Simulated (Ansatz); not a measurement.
Consider the hydrogenolysis of a C–C bond: `FC(F)O[C@@H](F)[C@H](F)C(F)F` + H₂ → `FCOC(F)F` + `FCC(F)F`.

Calculated with Ansatz (gas phase, PBE0-D4/def2-TZVP geometries, no zero-point term in ΔE). CCSD(T)/CBS is the MP2 limit (def2-TZVPP, def2-QZVPP) plus CCSD(T) − MP2 in def2-TZVPP, frozen cores. This one scheme is used for every species. DFT in def2-TZVPP. One conformer a species, not always the lowest.

`FC(F)O[C@@H](F)[C@H](F)C(F)F`:

Z-matrix (Å, degrees):
```
C
F 1 1.330
O 1 1.374 2 106.4
F 1 1.349 2 108.2 3 118.3
H 1 1.094 2 110.3 3 -123.0
C 3 1.387 1 115.5 2 -172.3
F 6 1.368 3 109.7 1 73.7
C 6 1.516 3 107.0 1 -168.3
H 6 1.094 3 112.2 1 -45.7
F 8 1.365 6 108.2 3 179.8
C 8 1.518 6 112.0 3 58.9
H 8 1.095 6 109.0 3 -61.6
F 11 1.349 8 109.3 6 178.0
F 11 1.353 8 109.9 6 59.7
H 11 1.093 8 111.8 6 -61.1
```

H₂:

Cartesian coordinates in Å:
```
H -0.306 -0.164 0.136
H 0.306 0.164 -0.136
```

`FCOC(F)F`:

Z-matrix (Å, degrees):
```
C
O 1 1.385
F 1 1.372 2 110.3
H 1 1.094 2 111.8 3 -119.7
H 1 1.089 2 106.5 3 117.7
C 2 1.368 1 115.2 3 73.0
F 6 1.332 2 106.7 1 -172.6
F 6 1.354 2 110.3 1 70.4
H 6 1.094 2 113.4 1 -51.2
```

`FCC(F)F`:

Z-matrix (Å, degrees):
```
C
C 1 1.509
F 1 1.372 2 109.3
H 1 1.093 2 109.4 3 -119.5
H 1 1.093 2 109.5 3 119.8
F 2 1.356 1 108.3 3 173.8
F 2 1.352 1 110.4 3 -68.3
H 2 1.095 1 113.0 3 53.0
```

```
       level  ΔE (kcal/mol)
CAM-B3LYP-D4          -11.8
         PBE          -13.3
```

Q: What does CCSD(T)/CBS give? (Estimate.)

A: The calculation gave: -11.0 kcal/mol. The listed levels differ from it by -0.8, -2.3 kcal/mol.

Largest T1 diagnostic among the species: 0.012.

At CCSD(T), def2-SVP lies +2.3 kcal/mol from the extrapolated value and def2-TZVPP +0.2 kcal/mol. In def2-TZVPP, CCSD(T) changes the Hartree–Fock value by +6.7 kcal/mol (the triples alone add +1.3 kcal/mol) and MP2 by +7.0 kcal/mol. Leaving LDA and LC-ωPBE aside and taking each functional with its dispersion term where it has one, the values, not all of them listed here, spread over 3.6 kcal/mol, from B2PLYP to r2SCAN-D4. LDA lies +5.2 kcal/mol from PBE without D4.

CCSD(T)/CBS has its own doubt, a few kJ/mol and more with outer-core shells, so smaller differences from it don't rank the levels.
